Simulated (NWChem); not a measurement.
Species: CH3FO2Si; SMILES OC([SiH2]F)=O

```xyz
8

O     -0.7372     1.7364    -0.5774
C      0.0419     0.9153    -0.1629
O      1.1985     1.2248     0.4231
Si    -0.3886    -0.9410    -0.3476
F      0.7696    -1.8984     0.2631
H      1.2619     2.1970     0.4373
H     -1.6519    -1.1736     0.3966
H     -0.5285    -1.2154    -1.7998
```
Atoms are numbered in this order, from 1.

Program: NWChem. Pople sets run with spherical d functions. The geometry was optimised at PBE0/def2-SVP. Vzz is the largest principal value of the second derivative of the potential at the nucleus (NWChem prints the opposite sign); η is the asymmetry. Non-relativistic.

For level PBE/def2-TZVP:

- Vzz O1 (a.u.) = -1.307
- η O1 = 0.28
- η O3 = 0.38

**Question.** How do the values read with level PBE0/6-31G* instead?

**Answer.** 
| Property | Value |
|---|---|
| Vzz O1 (a.u.) | -1.392 |
| η O1 | 0.13 |
| η O3 | 0.49 |
